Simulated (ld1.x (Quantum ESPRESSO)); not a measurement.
**O, ultrasoft: configuration errors across variants**

ld1.x (Quantum ESPRESSO) 7.5 input, shortened:

```
&input
   title='O', zed=8., rel=0, dft='PBE', iswitch=3,
   config='[He] 2s2 2p3'
 /
 &inputp
   pseudotype=3, tm=.true., lloc=-1, rcloc=1.25,
   nlcc=.true., new_core_ps=.true.
 /
4
2S  1  0   2.00   0.00  0.50  0.60  0.0
2S  1  0   0.00   2.35  0.50  0.60  0.0
2P  2  1   3.00   0.00  1.10  1.45  0.0
2P  2  1   0.00   1.05  1.10  1.45  0.0
 &test
   configts(1)='2s2 2p3'
 /
```

All-electron excitation energies from the reference (eV): (1) 2s2 2p4 -16.439; (2) 2s2 2p2 33.594; (3) 2s2 2p1 87.466; (4) 2s2 2p0 164.368; (5) 2s1 2p4 15.170; (6) 2s1 2p5 -1.543; (7) 2s0 2p6 13.389.

3 further variants failed, have other tests or too few solved ones, and are left out.

Errors AE − PS in meV (a dash: test not solved or not reliable):

```csv
change,(1),(2),(3),(4),(5),(6),(7),bound ghosts
base,-1.9,+28,+190,+525,+21,+32,+99,none
"waves 2s (bound): rcut 0.50, rcutus 0.66 bohr; 2s channel at 2.35 Ry: rcut 0.50, rcutus 0.66 bohr",-1.9,+28,+190,+525,+21,+32,+99,none
"waves 2s (bound): rcut 0.50, rcutus 0.74 bohr; 2s channel at 2.35 Ry: rcut 0.50, rcutus 0.74 bohr",-1.9,+28,+191,+529,+21,+32,+99,none
"waves 2s (bound): rcut 0.50, rcutus 0.86 bohr; 2s channel at 2.35 Ry: rcut 0.50, rcutus 0.86 bohr",-1.9,+27,+188,+514,+21,+32,+99,none
```

Question: Give the same row for: waves 2s (bound): rcut 0.50, rcutus 0.82 bohr; 2s channel at 2.35 Ry: rcut 0.50, rcutus 0.82 bohr.

Answer: -1.9, +32, +231, +750, +21, +32, +99; bound ghosts: none.
